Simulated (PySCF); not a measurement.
**LDA on N²⁺ (nitrogen, charge +2)**

Configuration: [He] 2s1 2p2, high-spin 4P determinant (an excited configuration). Calculation: PySCF 2.14, in dyall-acv3z (15s9p4d2f, 76 functions); the non-relativistic Hamiltonian (point nucleus).

| Quantity | Value |
| --- | --- |
| Total energy | -52.2406 hartree |
| One-electron energy | -65.2486 hartree |
| Hartree (Coulomb) energy | 18.5202 hartree |
| Exchange-correlation energy | -5.5121 hartree |
| Kinetic energy | 52.04731 hartree |
| ⟨S²⟩ | 3.7500 |
| ⟨L²⟩ | 2.000 |
| Sum of ⟨r⟩ | 3.877 bohr |
| Sum of ⟨r²⟩ | 4.874 bohr² |
| Traceless quadrupole moment −½Σ⟨3z² − r²⟩ along its main axis | 0.620 e·bohr² |
| Density at the nucleus (Gaussians lack the cusp) | 199 bohr⁻³ |
| Spin density at the nucleus | 6.20 bohr⁻³ |
| Langevin diamagnetic susceptibility | -3.86 ×10⁻⁶ cm³/mol |

```
shell  electrons  mean orbital energy (hartree)  rms radius, mean of both spins (bohr)
 1s α          1                      -15.42418                                  0.268
 1s β          1                      -15.32359                                  0.268
 2s α          1                       -1.85858                                   1.27
 2p α          2                       -1.44352                                   1.25
```
